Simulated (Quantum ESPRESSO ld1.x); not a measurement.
Task: The table gives one normalised radial function P(r) = r R(r) of Hf22+ in [Kr] 4d10 4f4 (r in bohr). Method: scalar-relativistic Kohn-Sham, LDA (Slater exchange, VWN5 correlation), spin-unpolarised, spherical densities, point nucleus; computed with ld1.x of Quantum ESPRESSO 7.5.

r              P
0.001291   0.0000
0.001654   0.0001
0.002119   0.0001
0.002716   0.0003
0.003452   0.0005
0.004424   0.0010
0.005669   0.0019
0.007265   0.0038
0.00931    0.0073
0.01184    0.0137
0.01517    0.0259
0.01944    0.0482
0.02491    0.0873
0.03192    0.1532
0.0409     0.2575
0.05199    0.4039
0.06663    0.5993
0.08538    0.8082
0.1094     0.9542
0.1402     0.9178
0.1797     0.5821
0.2284    -0.0463
0.2927    -0.8440
0.3751    -1.4607
0.4806    -1.6003
0.6159    -1.2515
0.7893    -0.6972
1.003     -0.2718
1.286     -0.0635
1.648     -0.0080

Which n and l does it have? It may be an empty orbital.

Result: n = 4, l = 2: the number of nodes gives n - l - 1 = 1, the rise at small r (about r^(l+1), flatter next to the nucleus through relativity) gives l, and the extent must fit the shell. The curve is that of 4d. 4d: eigenvalue -801.41 eV, 1 radial node at r = 0.225 bohr, <r> = 0.489 bohr, 90 % of the charge inside 0.720 bohr.
